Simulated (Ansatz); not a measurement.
Input for Ansatz (a program for electronic structure): R-RI-MP2/aug-cc-pV(Q+d)Z on H4O4Si (SMILES O[Si](O)(O)O). The basis file is the Basis Set Exchange's JSON of that set.

Ansatz 0.2 input:
```yaml
crystal:
  periodic: [false, false, false]
  atoms:
    - {symbol: O, position_ang: [0.70807074, 1.19867020, -0.85824618]}
    - {symbol: Si, position_ang: [0.00000082, -0.00000076, -0.00002235]}
    - {symbol: O, position_ang: [-1.04152190, 0.72287354, 1.03313056]}
    - {symbol: O, position_ang: [-0.67365153, -1.01525224, -1.09097638]}
    - {symbol: O, position_ang: [1.00710500, -0.90629087, 0.91600208]}
    - {symbol: H, position_ang: [0.90903297, 2.01377573, -0.39169917]}
    - {symbol: H, position_ang: [-1.33544026, 0.21104130, 1.79081680]}
    - {symbol: H, position_ang: [-1.07015329, -0.62111003, -1.87192914]}
    - {symbol: H, position_ang: [1.49655745, -1.60370685, 0.47272378]}
basis:
  gaussian:
    orbitals: aug-cc-pV_Q+d_Z.json
    fitting: {mean_field: def2-universal-JKFIT, correlation: aug-cc-pVQZ-RIFIT.json}
magnetization: {spin_polarized: false}
correlation: {method: mp2, electrons: outside_noble_gas}
scf: {lower_state_search: off}
```

Program output:

```
WARN ansatz: RAYON_NUM_THREADS=4 ignored (pool sized by the plan → 4); use --threads N
Functional definition: HF
these checks for a lower state are left out or cut short: stability, starts, cluster_reference, orbital_swaps, neighbouring_geometries, increment
integrals: 1.37 GiB planned
508 factors; integrals over basis functions are off by at most 2.2e0 eV
mean field: 2.02 GiB planned
mean field evaluation 1: about -16079.0809 eV, gradient 6.3e1 eV
mean field evaluation 2: about -16083.3663 eV, gradient 3.7e1 eV
mean field evaluation 4: about -16085.3500 eV, gradient 5.0e-1 eV
mean field evaluation 8: about -16085.3502 eV, gradient 1.9e-6 eV
mean field -16085.35019639 eV, -591.1257166752 hartree, gradient 1.9e-6 eV, S^2 0.000000; 0 other end points of the search recorded, 0 dependent functions left out
9 core orbitals not correlated
1186 factors; their error is unknown
reference -16085.35019639 eV, -591.1257166752 hartree; 16, 16 occupied and 568, 568 virtual orbitals, 1186 factors
second order -32.08383308 eV of doubles, -0.00000000 eV of singles
Total energy: -16117.43402946 eV, -592.3047757936 hartree
Checks for a lower state left out: stability, starts, cluster_reference, orbital_swaps, neighbouring_geometries, increment
```

The run converged.

Cost: very roughly 12 core-seconds.
